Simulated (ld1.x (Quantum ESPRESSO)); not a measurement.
nitrogen (N): from the effect back to the setting (TM)

Base potential:

| Property | Result |
| --- | --- |
| Element | nitrogen (N) |
| Generator | ld1.x (Quantum ESPRESSO) 7.5 |
| Type | norm-conserving Troullier–Martins (Kleinman–Bylander form) |
| Functional | LDA (PZ) |
| Relativity | non-relativistic |
| Frozen core | [He] |
| Valence charge | 5 |
| Reference configuration | 2s2 2p3 |
| Partial waves | 2p (bound): rc 1.90 bohr; 2s (bound): rc 0.90 bohr |
| Local potential | the s channel |
| Core correction | a·sin(br)/r model core inside 0.40 bohr |

Cutoffs, loose and tight: the cutoffs (Ry, on a coarse ladder) from which the occupation-weighted sum of valence levels, in a spherical-Bessel basis at the reference potential, stays within 10 and 1 mRy of its value at 400 Ry. They do not see the model core or the augmentation charge, which bear on the density cutoff. Test errors are all-electron minus pseudo excitation energies from the reference, over the configurations 2s2 2p2; 2s2 2p1; 2s2 2p0; 2s1 2p4; 2s1 2p0; 2s0 2p5; 2s1 2p3 (two spin-polarised tests are not counted in the largest error); variants that change the core or the reference have their own tests.

Only the p radius is moved:

```csv
p radius (bohr),"cutoff, loose","cutoff, tight",bound ghosts,largest test error (meV),median size of the test errors
1.28,70 Ry,140 Ry,none,+508,37.0 meV
1.46,60 Ry,140 Ry,none,+822,43.5 meV
2.06,55 Ry,140 Ry,none,+2960,74.5 meV
2.32,55 Ry,140 Ry,none,+4121,113.9 meV
2.58,50 Ry,140 Ry,none,+6050,178.9 meV
2.88,50 Ry,140 Ry,none,+8018,242.0 meV
```

Problem. One more run gave cutoff, loose: 55 Ry; cutoff, tight: 140 Ry; bound ghosts: none; largest test error (meV): +1588; median size of the test errors: 44.2 meV. Which value of the p radius was used?

Solution. 1.74 bohr. The median size of the test errors moves one way along this sweep, from 37.0 meV at 1.28 to 242.0 meV at 2.88 bohr, which places the run between 1.46 and 2.06 bohr.
